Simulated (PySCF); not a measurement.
**`C#Cc1cnsc1`: 4 charge schemes on one density**

Species: C5H3NS.
Numbering: `[CH:1]#[C:2][c:3]1[cH:4][n:5][s:6][cH:7]1` (hydrogens: H8 on C1; H9 on C4; H10 on C7)

Geometry (GFN2-xTB, Å), atoms numbered from 1 in this order:
```
atom  x, y, z in Å
C1     2.4828   -0.2833    0.5257
C2     1.3161   -0.1768    0.2633
C3    -0.0517   -0.0341   -0.0358
C4    -0.8628    1.0598    0.3697
N5    -2.1084    1.0136   -0.0049
S6    -2.4181   -0.3353   -0.8705
C7    -0.8146   -0.9185   -0.7600
H8     3.5021   -0.3769    0.7537
H9    -0.5183    1.8983    0.9495
H10   -0.5182   -1.8423   -1.2132
```

Density: PBE0/pcSseg-1 (PySCF); schemes: Mulliken, IAO, Hirshfeld and ESP-fitted. Geometry: GFN2-xTB; no solvent, vibrations or thermal averaging.

What partial charge does each atom carry?

In e:

| atom | environment | Mulliken | IAO | Hirshfeld | ESP-fitted |
| --- | --- | --- | --- | --- | --- |
| C1 | terminal alkyne carbon | -0.371 | -0.224 | -0.102 | -0.286 |
| C2 | alkyne carbon | +0.508 | -0.027 | -0.047 | -0.216 |
| C3 | substituted aromatic carbon | -0.357 | -0.075 | -0.022 | +0.297 |
| C4 | aromatic CH next to a ring nitrogen | +0.217 | -0.024 | +0.011 | +0.070 |
| N5 | pyridine-type nitrogen | -0.464 | -0.446 | -0.193 | -0.400 |
| S6 | ring sulfur | +0.432 | +0.533 | +0.189 | +0.234 |
| C7 | aromatic CH next to a ring sulfur | -0.229 | -0.310 | -0.066 | -0.375 |
| H8 | alkyne hydrogen | +0.049 | +0.206 | +0.096 | +0.278 |
| H9 | aromatic hydrogen | +0.105 | +0.178 | +0.068 | +0.138 |
| H10 | aromatic hydrogen | +0.111 | +0.189 | +0.066 | +0.259 |

Mean size of the charges over all atoms: Mulliken 0.284 e, ESP-fitted 0.255 e, IAO 0.221 e, Hirshfeld 0.086 e. Each set sums to the total charge, 0, to within 0.001 e. The IAO scheme projects the occupied orbitals on a minimal set of polarised atomic orbitals and counts the electrons in each atom's part of it.

Lowest charge. All schemes agree: Mulliken N5 (-0.464); IAO N5 (-0.446); Hirshfeld N5 (-0.193); ESP-fitted N5 (-0.400).

Highest charge. The schemes don't all agree: Mulliken C2 (+0.508); IAO S6 (+0.533); Hirshfeld S6 (+0.189); ESP-fitted C3 (+0.297).

Sum the charges by element, for elements with more than one atom.

```json
{"element": "C", "atoms": "5", "Mulliken": "-0.233", "IAO": "-0.661", "Hirshfeld": "-0.225", "ESP-fitted": "-0.510"}
{"element": "H", "atoms": "3", "Mulliken": "+0.265", "IAO": "+0.573", "Hirshfeld": "+0.230", "ESP-fitted": "+0.675"}
```

How closely do the schemes follow one another over all atoms?

Correlation coefficient and root-mean-square difference: IAO with Hirshfeld 0.97, 0.174 e; Hirshfeld with ESP-fitted 0.82, 0.196 e; IAO with ESP-fitted 0.80, 0.172 e; Mulliken with IAO 0.73, 0.223 e; Mulliken with Hirshfeld 0.68, 0.265 e; Mulliken with ESP-fitted 0.38, 0.335 e.

How many electrons does the Mulliken scheme count on S6?

Z − q = 16 − (+0.432) = 15.568.
